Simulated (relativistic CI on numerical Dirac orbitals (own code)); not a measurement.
## Hyperfine structure of Pr XIX, mass number 141

Computed by Dirac-Coulomb-Breit CI, orbitals from a KLI potential per configuration, model QED, unscaled Slater integrals (own radial code, finite nucleus).

Configurations in the expansion (outside the closed core [Ar] 3d10): 4s2 4p6 4d5, 4s2 4p5 4d6, 4s2 4p6 4d4 4f, 4s 4p6 4d5 4f, 4p6 4d7, 4p5 4d8, 4s2 4p6 4d3 5s2, 4s2 4p6 4d2 4f 5s2, 4s 4p6 4d3 4f 5s2. Double excitations out of closed p, d and f shells are left out; levels of such configurations are missing from the list, as are those of other unlisted configurations, and high levels can miss mixing partners.

Nuclear spin I = 5/2, μ = 4.266 μN, Q = -0.0589 b (tables of Stone and Pyykkö). The electronic factors are computed for point nuclear moments, without core polarisation or the Bohr-Weisskopf and QED corrections.

| Level | E (eV) | A (MHz) | B (MHz) |
| --- | --- | --- | --- |
| 4s2 4p6 4d5 4G_7/2 | 7.4518 | 6698 | -289 |
| 4s2 4p6 4d5 4G_11/2 | 7.8354 | 7523 | 7.3 |
| 4s2 4p6 4d5 4G_9/2 | 8.3460 | 6913 | -234 |
| 4s2 4p6 4d5 4P_1/2 | 9.0443 | -1666 |  |
| 4s2 4p6 4d5 4D_7/2 | 10.3539 | 5610 | -40.8 |
| 4s2 4p6 4d5 2I_11/2 | 11.6907 | 8157 | -25.2 |
| 4s2 4p6 4d5 4D_1/2 | 12.0751 | 14800 |  |

Levels with J = 0, under 50 % of one LS term, or S terms without an open s electron are left out. Small factors come from cancelling terms and can be off by tens of per cent or more.

At this charge energies of transitions that change n are usually good to better than 1 %, and those within a shell (Δn = 0) to a few per cent. Terms inside the open d or f shell come out 10 to 20 % too wide with unscaled integrals.

Question: Give the hyperfine levels of 4s2 4p6 4d5 4G_7/2 relative to its centre of gravity.

Answer: With K = F(F + 1) − I(I + 1) − J(J + 1), E = AK/2 + B[¾K(K + 1) − I(I + 1)J(J + 1)]/[2I(2I − 1)J(2J − 1)]: F = 1: -75500, F = 2: -62020, F = 3: -41840, F = 4: -14980, F = 5: 18490, F = 6: 58530 MHz.

LS names give the leading component of a level, which can be under half, so a name can repeat, a term be missing and a line seem to break the LS rules.
